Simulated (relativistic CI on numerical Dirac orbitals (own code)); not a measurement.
## Cd10+: q coefficients and field-shift factors

These numbers are calculated, not measured: Dirac-Coulomb-Breit CI, separate exchange-only KLI orbitals for each configuration, derivatives by finite differences, unscaled Slater integrals, QED left out (own radial code, finite nucleus).

Configuration list (outside the closed core [Ar] 3d10 4s2): 4p6.4d2, 4p5.4d3, 4p6.4d.4f, 4p6.4d.5s, 4p6.4f2, 4p6.4d.5p, 4p6.5s2. Double excitations out of closed p, d and f shells are left out; levels of such configurations are missing from the list, as are those of other unlisted configurations, and high levels can miss mixing partners.

With x = (α/α₀)² − 1 an excitation energy changes as ω = ω₀ + qx; K = 2q/ω₀ is the relative enhancement. Terms are leading LS components, so labels can repeat. The field-shift factor is F = δν/δ⟨r²⟩ for the transition from the lowest level.

Lowest level 4p6.4d2 3F_2.

| Level | ω₀ (cm⁻¹) | q (cm⁻¹) | F (GHz/fm²) |
| --- | --- | --- | --- |
| 4p6.4d2 3F_3 | 6597 | 7341 | 0.0748 |
| 4p6.4d2 3F_4 | 13143 | 13120 | 0.138 |
| 4p6.4d2 3P_0 | 21954 | 2812 | 0.0847 |
| 4p6.4d2 1D_2 | 22401 | 6282 | 0.122 |
| 4p6.4d2 3P_1 | 25225 | 7325 | 0.129 |
| 4p6.4d2 3P_2 | 32725 | 15580 | 0.221 |
| 4p6.4d2 1G_4 | 36016 | 10150 | 0.178 |
| 4p6.4d2 1S_0 | 72578 | 11640 | 0.318 |
| 4p6.4d.5s 3D_1 | 454468 | -31440 | 26.1 |
| 4p6.4d.5s 3D_2 | 456327 | -30550 | 26 |
| 4p5.4d3 5D°_2 | 456433 | 14470 | 1.45 |
| 4p5.4d3 5D°_3 | 457245 | 16120 | 1.52 |
| 4p5.4d3 5D°_1 | 457516 | 15250 | 1.4 |
| 4p5.4d3 5S°_2 | 457973 | 23610 | 1.38 |
| 4p5.4d3 5D°_0 | 459199 | 17540 | 1.37 |
| 4p5.4d3 5D°_4 | 460120 | 19290 | 1.57 |
| 4p6.4d.5s 3D_3 | 463651 | -22400 | 26.2 |
| 4p5.4d3 5F°_5 | 468758 | 20890 | 1.61 |
| 4p6.4d.5s 1D_2 | 469477 | -22520 | 25.7 |
| 4p5.4d3 5D°_2 | 471901 | 19720 | 1.39 |
| 4p5.4d3 5F°_1 | 472020 | 22810 | 1.29 |
| 4p5.4d3 5D°_4 | 472347 | 22640 | 1.46 |
| 4p5.4d3 5D°_3 | 472995 | 21880 | 1.37 |

At this charge energies of transitions that change n are usually good to better than 1 %, and those within a shell (Δn = 0) to a few per cent. Terms inside the open d or f shell come out 10 to 20 % too wide with unscaled integrals.

Task: Which transition from the lowest level has the largest |K|?

Result: 4p6.4d2 3F_3 at 6597 cm⁻¹, K = 2.23.
